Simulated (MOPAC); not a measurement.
Input file for MOPAC: PM3 on NO (SMILES [N]=O), 2S+1 = 2, a spin state set in the input, which need not be the lowest.

```
PM3 1SCF PRECISE CHARGE=0 UHF MS=0.5 THREADS=1
NO

N     -0.00000000 1    -0.00000000 1    -0.61062678 1
O      0.00000000 1     0.00000000 1     0.53429844 1
```

The log:

```
*******************************************************************************
 **                                                                           **
 **                              MOPAC v23.2.5                                **
 **                                                                           **
 *******************************************************************************
 ** MOPAC's Digital Object Identifier: https://doi.org/10.5281/zenodo.6511958 **
 **                                                                           **
 ** Please cite the open-source release paper for use of this MOPAC version:  **
 ** J. E. Moussa and J. J. P. Stewart (2026)                                  **
 ** MOPAC: An open-source semiempirical molecular orbital program             **
 ** J. Open Source Softw., 11(119), 8025, https://doi.org/10.21105/joss.08025 **
 *******************************************************************************

                              PM3 CALCULATION RESULTS

 *******************************************************************************
 *  PM3        - The PM3 Hamiltonian to be used
 *  UHF        - UNRESTRICTED HARTREE-FOCK CALCULATION
 *
 *
 *
 *                 CHARGE ON SYSTEM = 0
 *
 *
 *
 *  MS=        - IN MECI, MAGNETIC COMPONENT OF SPIN =  0.5
 *  PRECISE    - TIGHTER CRITERIA TO BE USED
 *  1SCF       - DO 1 SCF AND THEN STOP
 *  THREADS=1  - MULTI-THREADING NOT USED
 *  T=         - A TIME OF 172800.0 SECONDS REQUESTED
 *  DUMP=N     - RESTART FILE WRITTEN EVERY 7200.0 SECONDS REQUESTED
 *******************************************************************************
PM3 1SCF PRECISE CHARGE=0 UHF MS=0.5 THREADS=1
 NO

   ATOM   CHEMICAL          X               Y               Z
  NUMBER   SYMBOL      (ANGSTROMS)     (ANGSTROMS)     (ANGSTROMS)

     1       N         -0.00000000  *  -0.00000000  *  -0.61062678  *
     2       O          0.00000000  *   0.00000000  *   0.53429844  *



          CARTESIAN COORDINATES

    NO.       ATOM           X           Y           Z

     1         N         -0.0000     -0.0000     -0.6106
     2         O          0.0000      0.0000      0.5343

  N: (PM3): J. J. P. STEWART, J. COMP. CHEM. 10, 209 (1989).
  O: (PM3): J. J. P. STEWART, J. COMP. CHEM. 10, 209 (1989).

           Empirical Formula: N O  =     2 atoms



      MOLECULAR POINT GROUP   :   C*v


          UHF CALCULATION, NO. OF ALPHA ELECTRONS =    6
                           NO. OF BETA  ELECTRONS =    5

 -------------------------------------------------------------------------------
 PM3 1SCF PRECISE CHARGE=0 UHF MS=0.5 THREADS=1
 NO



     1SCF WAS SPECIFIED, SO BFGS WAS NOT USED
     SCF FIELD WAS ACHIEVED


                              PM3 CALCULATION
                                                       MOPAC v23.2.5 Linux




          FINAL HEAT OF FORMATION =         15.20338 KCAL/MOL =      63.61093 KJ/MOL


          COSMO AREA              =         52.57 SQUARE ANGSTROMS
          COSMO VOLUME            =         34.67 CUBIC ANGSTROMS

          IONIZATION POTENTIAL    =         10.115598 EV
          ALPHA SOMO LUMO (EV)    =        -10.116 -0.406
          BETA  SOMO LUMO (EV)    =        -13.926 -0.104
          NO. OF ALPHA ELECTRONS  =          6
          NO. OF BETA  ELECTRONS  =          5
          MOLECULAR WEIGHT        =         30.0061         POINT GROUP:  C*v

          MOLECULAR DIMENSIONS (Angstroms)

            Atom       Atom       Distance
            O     2    N     1     1.14493
            O     2    N     1     0.00000
            N     1    O     2     0.00000


          SCF CALCULATIONS        =          1





   ATOM   CHEMICAL          X               Y               Z
  NUMBER   SYMBOL      (ANGSTROMS)     (ANGSTROMS)     (ANGSTROMS)

     1       N         -0.00000000  *  -0.00000000  *  -0.61062678  *
     2       O          0.00000000  *   0.00000000  *   0.53429844  *

                             CARTESIAN COORDINATES

   1    N       -0.000000000    -0.000000000    -0.610626780
   2    O        0.000000000     0.000000000     0.534298440


           Empirical Formula: N O  =     2 atoms



      MOLECULAR POINT GROUP   :   C*v


          ALPHA EIGENVALUES
 -38.38246 -22.45690 -17.70410 -16.63443 -14.46480 -10.11560  -0.40585   5.87862


           BETA EIGENVALUES
 -38.23445 -22.08814 -16.43318 -15.92312 -13.92555  -0.10408   0.48013   6.31068


              NET ATOMIC CHARGES AND DIPOLE CONTRIBUTIONS

  ATOM NO.   TYPE          CHARGE      No. of ELECS.   s-Pop       p-Pop
    1          N           0.061754        4.9382     1.80467     3.13358
    2          O          -0.061754        6.0618     1.88472     4.17703
 DIPOLE           X         Y         Z       TOTAL
 POINT-CHG.     0.000     0.000    -0.340     0.340
 HYBRID        -0.000    -0.000     0.754     0.754
 SUM           -0.000    -0.000     0.415     0.415


          ATOMIC ORBITAL ELECTRON POPULATIONS

     Atom    s        px        py        pz
    1  N   1.80467   1.32599   0.69025   1.11733
    2  O   1.88472   1.67401   1.30975   1.19327


                    (SZ)    =    0.500000
                    (S**2)  =    0.750369


          ATOMIC ORBITAL SPIN POPULATIONS

    Atom   Total    s     px     py     pz
         Atomic
    1  N  0.6891  0.008  0.674  0.013 -0.006
    2  O  0.3109  0.001  0.326 -0.013 -0.003

 **********************
 *                    *
 * JOB ENDED NORMALLY *
 *                    *
 **********************




 == MOPAC DONE ==
```

The run finished.

Cost: about 0.010 core-seconds (a rough figure).
